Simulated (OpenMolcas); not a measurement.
# Ir+: CASPT2 settings compared

- Program: OpenMolcas 26.06
- Basis: ANO-RCC-VQZP [9s8p6d4f2g1h]
- Scalar Hamiltonian: X2C, point nucleus
- Active space: 8 electrons in 6 orbitals (5d 6s)
- State averaging: 2S+1 = 5 even, 15 roots; 2S+1 = 3 even, 45 roots kept (CI in the orbitals of an earlier block); 2S+1 = 1 even, 28 roots kept (CI in the orbitals of an earlier block)
- Spin-orbit coupling: RASSI with atomic mean-field integrals over the reference wave functions, term energies averaged over their components

Methods on the same reference wave functions:
A. CASSCF
B. SS-CASPT2, IPEA 0.15 Eh, imaginary shift 0.05 Eh (closed shells correlated: 4f 5s 5p)
C. SS-CASPT2, IPEA 0.5 Eh, sigma2 regulariser 0.25 Eh (closed shells correlated: 5s 5p)
D. MS-CASPT2, IPEA 0.5 Eh, sigma2 regulariser 0.25 Eh (closed shells correlated: 5s 5p)
E. MS-CASPT2, IPEA 0.15 Eh, imaginary shift 0.05 Eh (closed shells correlated: 4f 5s 5p)
F. XMS-CASPT2, IPEA 0 Eh, real shift 0.4 Eh (closed shells correlated: 4f 5s 5p)

Energies in cm⁻¹ above 5d⁷ 6s ⁵F₅, the measured ground level; measured values from NIST Handbook of Basic Atomic Spectroscopic Data.

| Level | A | B | C | D | E | F | Measured |
| --- | --- | --- | --- | --- | --- | --- | --- |
| 5d⁷ 6s ⁵F₅ | 0.0 | 0.0 | 0.0 | 0.0 | 0.0 | 0.0 | 0.0 |
| 5d⁷ 6s ⁵F₄ [67 %] | 5260 | 5130 | 5130 | 4960 | 4870 | 4830 | 4788 |
| 5d⁷ 6s ⁵F₃ | 9218 | 9090 | 9100 | 9040 | 9030 | 9020 | 8187 |
| 5d⁷ 6s ³P₂(1) [53 %] | 9714 | 3710 | 4790 | 4750 | 3690 | 3790 |  |
| 5d⁸ ³F₄ | 12615 | 3830 | 3810 | 3980 | 4080 | 3540 | 2263 |
| 5d⁷ 6s ⁵P₃ | 17274 | 14090 | 14620 | 14600 | 14070 | 14140 | 12715 |
| 5d⁸ ³F₃ | 20197 | 11560 | 11440 | 11410 | 11520 | 11040 | 9928 |
| 5d⁷ 6s ³G₅ [67 %] | 20692 | 17890 | 18820 | 18820 | 17900 | 18020 | 17478 |
| 5d⁷ 6s ³P₀(1) | 21297 | 14720 | 16050 | 15410 | 14090 | 14520 |  |
| 5d⁷ 6s ³F₃ [58 %] | 22109 | 17760 | 18400 | 18350 | 17710 | 17400 | 17499 |

Deviations, from unrounded energies. A percentage is the sum of absolute deviations over the sum of measured energies, with the sign that they share, or ± where signs differ.

```tsv
Against measurement	Levels	A	B	C	D	E	F
mean absolute deviation (cm-1)	7	4900	930	1200	1200	900	760
fine structure of the ground term (%)	2	+11.6	+9.6	+9.6	+7.9	+7.1	+6.7
other terms of the ground configuration (%)	3	+26.0	+4.3	+8.7	+8.6	+4.2	±4.4
other configurations (%)	2	+169.2	+26.2	+25.1	+26.3	+27.9	+19.5
```

F lies closest to measurement on these levels and A furthest from it. The largest miss of F in the table is 5d⁷ 6s ⁵P₃, by +1400 cm-1. The ranking rests on the paired levels alone, and a cruder setting can come out closer through cancelling errors.

Among B to F the level of the table that moves most is 5d⁷ 6s ³P₀(1), by 2000 cm-1 (lowest in E, highest in C). Moves below CASPT2's spread within the term are not significant.

The mean deviations of B to F differ by less than CASPT2's widest spread within a term (1200 cm-1), so their order carries little weight.

From A to B the spin-free energies of the other terms of 5d⁷ 6s shown, above ⁵F, scale by factors of 0.36 to 0.81.

The lowest spin-free term lies below A's lowest term by 0.871 hartree in B, 0.488 hartree in C, 0.488 hartree in D, 0.871 hartree in E, 0.882 hartree in F.

Term energies are means over components that CASPT2 splits; among the terms shown or strongly mixed into the levels shown the widest spread is 1200 cm-1 (5d⁷ 6s ⁵F, E). Some levels mix across a computed gap that differs much from the measured one, so their mixing is not that of the real levels. Terms from blocks run as CI alone lack orbitals of their own. Configurations are named by rounded mean occupations; where the s occupation lies near a half they are strongly mixed, a name can repeat and a true partner stay unpaired. A single d shell beside an s shell can misplace configurations of different d count against each other. The CASPT2 spread within a term exceeds the gap to the next term for 5d⁷ 6s ³P(2) and 5d⁷ 6s ³H, 5d⁷ 6s ³H and 5d⁷ 6s ³D, so the order of their levels is uncertain (figures for D; the like holds for E). Without dynamic correlation excited terms often stand tens of per cent too high (terms of higher spin than the ground term too low), and those without a measured partner can miss by more than the paired ones (holds for A). Measured partners are found by configuration, term and J. A level has none where our copy of the source lacks it or the pairing is in doubt (some pairs that miss far off the trend of their configuration count as doubtful), and it then counts in no deviation. Only configurations of the active space appear. Levels that lie high or do not pair safely by name in every column are left out.

A share in square brackets marks a mixed level and gives the weight of the term that names it, the lowest over the columns. A number in round brackets counts repeated terms of one configuration in the order of the reference energies.
